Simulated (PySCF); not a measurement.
Vertical excitations of a molecule C2H7GaO from TDDFT-PBE/def2-SVPD (PySCF), as energy in eV (oscillator strength): 4.56 (0.000), 4.98 (0.089), 5.80 (0.001), 6.09 (0.009), 6.32 (0.006), 6.33 (0.075), 6.39 (0.002), 6.91 (0.002), 6.99 (0.007), 7.01 (0.003). Lowest triplet (TDA): 4.13 eV. Geometry: TPSSh-D3(BJ)/def2-SVP. One conformer was computed; it need not be the lowest.

Problem. Which molecule gave these data?
(A) [CH3][Ga]([CH3])[OH]
(B) C[O][GaH][CH3]
(C) CC[O][GaH2]

Solution. C, CC[O][GaH2]
